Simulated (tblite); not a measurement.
Parent: `[CH2:1]=[C:2]([CH3:3])[Si@@H:4]([Cl:5])[CH2:6][CH2:7][CH3:8]` with C1–C2–Si4–Cl5 123°, C2–Si4–C6–C7 56°, Si4–C6–C7–C8 -178°, C6H13ClSi.

The geometries are computed with GFN2-xTB (gas phase). One conformer each, not checked by frequencies here.

| coordinate of the parent | value |
| --- | --- |
| C1=C2 | 1.327 Å |
| C2–C3 | 1.500 Å |
| C2–Si4 | 1.895 Å |
| Si4–Cl5 | 2.033 Å |
| Si4–C6 | 1.905 Å |
| C6–C7 | 1.528 Å |
| C7–C8 | 1.524 Å |
| C1–C2–C3 | 121.2° |
| C1–C2–Si4 | 122.0° |
| C3–C2–Si4 | 116.8° |
| C2–Si4–Cl5 | 108.9° |
| C2–Si4–C6 | 109.9° |
| Cl5–Si4–C6 | 108.1° |
| Si4–C6–C7 | 113.1° |
| C6–C7–C8 | 111.8° |

**Question.** In one relative the bonds that all share with the parent change as follows (parent's numbers): C1–C2 +0.201, C2–Si4 +0.006, Si4–Cl5 -0.002, Si4–C6 +0.006, C6–C7 -0.031 Å. Which is it?
A. `[CH2:1]=[C:2]([CH3:3])[CH2:4][Si@@H:5]([Cl:6])[CH2:7][CH2:8][CH3:9]` with C1–C2–C4–Si5 101°, C2–C4–Si5–Cl6 -176°, C4–Si5–C7–C8 -178°, Si5–C7–C8–C9 177°
B. `[CH3:1][CH2:2][CH2:3][Si@@H:4]([Cl:5])[CH:6]([CH3:7])[CH3:8]` with C1–C2–C3–Si4 180°, C2–C3–Si4–Cl5 52°, C3–Si4–C6–C7 -172°
C. `[CH2:1]=[C:2]([CH3:3])[Si@H:4]([Cl:5])[CH2:6][CH3:7]` with C1–C2–Si4–Cl5 -128°, C2–Si4–C6–C7 -55°

**Answer.** A. The changes in all of them (Å):

| SMILES | C1–C2 | C2–Si4 | Si4–Cl5 | Si4–C6 | C6–C7 |
| --- | --- | --- | --- | --- | --- |
| C=C(C)[Si@H](Cl)CC | 0.000 | 0.000 | 0.000 | +0.002 | -0.002 |
| CCC[Si@@H](Cl)C(C)C | +0.201 | +0.018 | -0.004 | -0.001 | -0.001 |
| C=C(C)C[Si@@H](Cl)CCC | +0.201 | +0.006 | -0.002 | +0.006 | -0.031 |

Atoms are paired thus: C=C(C)[Si@H](Cl)CC: C1 = C1, C2 = C2, C3 = C3, Si4 = Si4, Cl5 = Cl5, C6 = C6, C7 = C7; CCC[Si@@H](Cl)C(C)C: C1 = C8, C2 = C6, C3 = C7, Si4 = Si4, Cl5 = Cl5, C6 = C3, C7 = C2, C8 = C1; C=C(C)C[Si@@H](Cl)CCC: C1 = C8, C2 = C7, Si4 = Si5, Cl5 = Cl6, C6 = C4, C7 = C2, C8 = C3.
